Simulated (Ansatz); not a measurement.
Computed with Ansatz on PBE0-D4/def2-TZVP structures; ΔE is electronic, products minus reactants. CBS: MP2 limit from def2 TZ/QZ plus the TZ coupled-cluster correction, frozen cores. Each species was taken in one conformer, which may not be the lowest.

Reaction (redistribution): `O[Si](F)(F)F` + `C[SiH](F)N[SiH](O)O` → `O[SiH](O)N[Si](F)(F)F` + `C[SiH](O)F`

```csv
species,CCSD(T)/CBS(def2) energy (Eh)
`O[Si](F)(F)F`,-664.50577
`C[SiH](F)N[SiH](O)O`,-926.13584
`O[SiH](O)N[Si](F)(F)F`,-1085.39996
`C[SiH](O)F`,-505.24344
```

(1) Work out ΔE.

Largest T1 diagnostic among the species: 0.012.

Results:

(1) ΔE = (-1085.39996) + (-505.24344) − (-664.50577) − (-926.13584) = -0.00179 Eh = -1.1 kcal/mol.

In def2-TZVPP, CCSD(T) changes the Hartree–Fock value by +1.0 kcal/mol (the triples alone add +0.2 kcal/mol) and MP2 by +1.1 kcal/mol.
